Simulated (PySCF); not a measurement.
B2FH4Si, CH5BOSi, CH6BOSi, BH6N2Si (calculated)

All values are calculated (PySCF 2.14.0). Calculation on a computer-drawn molecule: the log of a Hartree-Fock and frozen-core CCSD(T) single point meant for a local Hartree-Fock minimum, with one planted fault or none, to be diagnosed. Offsets are logged minus clean, where the clean run is the same molecule without the fault. The reference is restricted for singlets and unrestricted otherwise, and also for a bond in bohr or an excited solution. Adding or removing an electron swaps singlet and doublet. The excited solution moves the top pair (singlet) or top alpha electron (doublet) to the lowest empty orbital. Highest occupied and lowest empty are orbital energies over both spins, largest force is the largest gradient component, triples share is (T) over the correlation energy, the T1 limit is 0.02 restricted and 0.045 unrestricted, electrons count all cores, a negative frequency is imaginary (commonest isotopes), and the dipole is about the centre of nuclear charge.

Common to all runs: meant charge 0; meant basis cc-pV(D+d)Z; logged SCF converged yes; logged CC converged yes; logged SCF stable within its kind yes; possible faults no fault, one electron removed, one electron added, multiplicity raised by two, geometry at a saddle point, SCF held on an excited solution, minimal basis STO-3G, one bond length entered in bohr, all coordinates scaled.

(1) B2FH4Si

Logged structure:
```xyz
8
B2FH4Si
B     -0.3184    -2.5309     0.5910
Si     0.6148    -0.8110     0.8072
B      0.5814     0.7501    -0.3917
F      1.5261    -0.6616     2.1408
H     -0.9992    -2.6714    -0.3847
H     -0.2255    -3.4170     1.3887
H      1.1918     1.7519    -0.1599
H     -0.0831     0.6694    -1.3854
```

* meant multiplicity: 2
* logged electrons: 38
* logged basis functions: 85
* logged spin squared: 0
* logged highest occupied: -1.3933 eV
* logged lowest empty: 5.9246 eV
* logged largest force: 0.035555 hartree/bohr
* logged T1 diagnostic: 0.021285
* logged D1 diagnostic: 0.087521
* logged triples share: 0.033352
* logged dipole magnitude: 1.4277 debye
* logged energy HF: -440.07493 hartree
* logged energy CCSD(T): -440.61161 hartree
* planted fault: one electron added
* HF energy offset from clean run: -16.31 kcal/mol
* CCSD(T) energy offset from clean run: -45.64 kcal/mol

Drawn bonds:
```tsv
atom	other atom	order
1	2	1
2	3	1
2	4	1
1	5	1
1	6	1
3	7	1
3	8	1
```

Notes: T1 above single-reference limit.

(2) CH5BOSi

Logged structure:
```xyz
9
CH5BOSi
B     -1.4377    -1.5411     1.1272
Si     0.0751    -0.4413     0.3489
C      1.1079    -1.3352    -0.9169
O      0.3087     0.9785     0.7874
H     -1.1357    -2.7923     2.9899
H     -2.5259    -1.5392     0.6260
H      1.5588    -2.2307    -0.4760
H      1.9004    -0.6909    -1.3003
H      0.4827    -1.6674    -1.7527
```

- meant multiplicity: 1
- logged electrons: 38
- logged basis functions: 90
- logged spin squared: 0.6847
- logged highest occupied: -10.052 eV
- logged lowest empty: 0.48014 eV
- logged largest force: 0.019106 hartree/bohr
- logged T1 diagnostic: 0.059195
- logged D1 diagnostic: 0.26239
- logged triples share: 0.035774
- logged dipole magnitude: 4.614 debye
- logged energy HF: -429.12141 hartree
- logged energy CCSD(T): -429.68215 hartree
- planted fault: one bond length entered in bohr, row 4 of the drawn bonds
- HF energy offset from clean run: 74.21 kcal/mol
- CCSD(T) energy offset from clean run: 74.27 kcal/mol

Drawn bonds:
```tsv
atom	other atom	order
1	2	1
2	3	1
2	4	2
1	5	1
1	6	1
3	7	1
3	8	1
3	9	1
```

Notes: T1 above single-reference limit.

(3) CH6BOSi

Logged structure:
```xyz
10
CH6BOSi
B      0.1463    -0.0715     2.1715
Si     0.2750    -0.4169     0.3039
C     -0.6677    -1.7014    -0.6786
O      1.2814     0.4242    -0.6837
H     -0.6206    -0.7430     2.8074
H      0.8046     0.7826     2.6930
H     -1.2680    -1.2358    -1.4663
H     -1.3390    -2.2574    -0.0211
H      0.0130    -2.4138    -1.1548
H      1.3151     0.2253    -1.6069
```

- meant multiplicity: 2
- logged electrons: 39
- logged basis functions: 95
- logged spin squared: 0.7595
- logged highest occupied: -7.4624 eV
- logged lowest empty: 1.3941 eV
- logged largest force: 1.838e-05 hartree/bohr
- logged lowest frequency: 129.69 cm⁻¹
- logged T1 diagnostic: 0.014329
- logged D1 diagnostic: 0.051303
- logged triples share: 0.026067
- logged dipole magnitude: 4.014 debye
- logged energy HF: -429.84301 hartree
- logged energy CCSD(T): -430.40927 hartree
- planted fault: no fault
- HF energy offset from clean run: 0 kcal/mol
- CCSD(T) energy offset from clean run: 0 kcal/mol

Drawn bonds:
```tsv
atom	other atom	order
1	2	1
2	3	1
2	4	1
1	5	1
1	6	1
3	7	1
3	8	1
3	9	1
4	10	1
```

(4) BH6N2Si

Logged structure:
```xyz
10
BH6N2Si
B     -3.9872     0.0907    -0.2191
Si    -2.1903     0.6993    -0.1206
N     -0.8385    -0.2487     0.2319
N     -1.6633     2.2837    -0.3693
H     -4.2235    -1.0715    -0.0202
H     -4.8583     0.8779    -0.4792
H     -0.9218    -1.2290     0.4158
H      0.1070     0.0732     0.2794
H     -2.3049     3.0181    -0.5946
H     -0.7169     2.6020    -0.3158
```

* meant multiplicity: 2
* logged electrons: 39
* logged basis functions: 30
* logged spin squared: 0.7556
* logged highest occupied: -3.659 eV
* logged lowest empty: 6.4369 eV
* logged largest force: 0.030793 hartree/bohr
* logged T1 diagnostic: 0.016262
* logged D1 diagnostic: 0.09378
* logged triples share: 0.019329
* logged dipole magnitude: 4.3075 debye
* logged energy HF: -420.90102 hartree
* logged energy CCSD(T): -421.11213 hartree
* planted fault: minimal basis STO-3G
* HF energy offset from clean run: 3216 kcal/mol
* CCSD(T) energy offset from clean run: 3444 kcal/mol

Drawn bonds:
```tsv
atom	other atom	order
1	2	1
2	3	1
2	4	1
1	5	1
1	6	1
3	7	1
3	8	1
4	9	1
4	10	1
```

(5) BH6N2Si

Structure as in entry 4.

- meant multiplicity: 2
- logged electrons: 39
- logged basis functions: 95
- logged spin squared: 3.7659
- logged highest occupied: -2.9939 eV
- logged lowest empty: -0.72046 eV
- logged largest force: 0.081991 hartree/bohr
- logged T1 diagnostic: 0.035898
- logged D1 diagnostic: 0.18584
- logged triples share: 0.031141
- logged dipole magnitude: 2.8405 debye
- logged energy HF: -425.7861 hartree
- logged energy CCSD(T): -426.34751 hartree
- planted fault: multiplicity raised by two
- HF energy offset from clean run: 150.9 kcal/mol
- CCSD(T) energy offset from clean run: 159 kcal/mol

Drawn bonds:
```tsv
atom	other atom	order
1	2	1
2	3	1
2	4	1
1	5	1
1	6	1
3	7	1
3	8	1
4	9	1
4	10	1
```
